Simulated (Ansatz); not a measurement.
`F[Si]N([SiH3])[SiH3]`, relaxed with RKS PBE0-D4/def2-TZVP in Ansatz from a PBE-D4/def2-SVP geometry. The force threshold is 0.005 eV/Å; the program also tests the step.

The species carries charge 0 and has multiplicity 1.

Start:

```xyz
11

F    -1.285   -2.433   -0.807
Si   -0.178   -2.177    0.421
N     0.035   -0.449    0.176
Si    1.155    0.467    1.213
Si   -0.863    0.408   -1.122
H     0.425    1.546    1.965
H     1.758   -0.509    2.186
H     2.243    1.102    0.392
H    -0.491   -0.117   -2.478
H    -0.453    1.854   -1.030
H    -2.345    0.308   -0.914
```

```tsv
step	energy (eV)	largest force (eV/Å)	largest move (Å)
1	-27928.4242	1.137	0.000
2	-27928.4932	0.737	0.034
3	-27928.5171	0.086	0.032
4	-27928.5177	0.020	0.011
5 (rejected)	-27928.5177	0.057	0.018
6	-27928.5178	0.004	0.009
7	-27928.5178	0.004	0.005
```

End:

```xyz
11

F    -1.245   -2.453   -0.758
Si   -0.166   -2.141    0.417
N     0.027   -0.446    0.160
Si    1.124    0.452    1.183
Si   -0.842    0.421   -1.101
H     0.397    1.516    1.919
H     1.721   -0.509    2.147
H     2.197    1.079    0.370
H    -0.484   -0.096   -2.443
H    -0.422    1.845   -1.001
H    -2.306    0.331   -0.894
```

Hardware: 4 threads of an Arm Neoverse V2 on a shared host. Wall time 27 s, peak host memory 0.62 GiB.
